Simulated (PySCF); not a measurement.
**Working out the ionisation energy of Te**

Te [Kr] 4d10 5s2 5p4 (3P) → Te⁺ [Kr] 4d10 5s2 5p3 (4S). Computed with PySCF 2.14 in aug-cc-pwCVTZ-DK3 (10s9p7d4f1g, 109 functions), with the spin-free X2C one-electron Hamiltonian (Gaussian nucleus). Frozen: [Kr] 4d10. Energies in hartree (1 hartree = 27.21139 eV):

| part | Te (lower) | Te⁺ (upper) |
| --- | --- | --- |
| UHF | -6790.627956 | -6790.343698 |
| CCSD correlation | -0.106052 | -0.077825 |
| (T) | -0.003652 | -0.002399 |

Task: What does Hartree-Fock give?

Result: (-6790.343698) − (-6790.627956) = 0.284258 hartree = 7.735 eV.

Task: What do CCSD and CCSD(T) give?

Result: The CCSD correlation energies differ by 0.028227 hartree = 0.768 eV and the triples by 0.001253 hartree = 0.034 eV, so CCSD gives 8.503 eV and CCSD(T) 8.537 eV.

Measured between the centres of the two terms (NIST): 8.749 eV, so CCSD(T) (valence) is off by -0.212 eV.

What remains against the reference includes basis incompleteness, the frozen core and higher excitations.
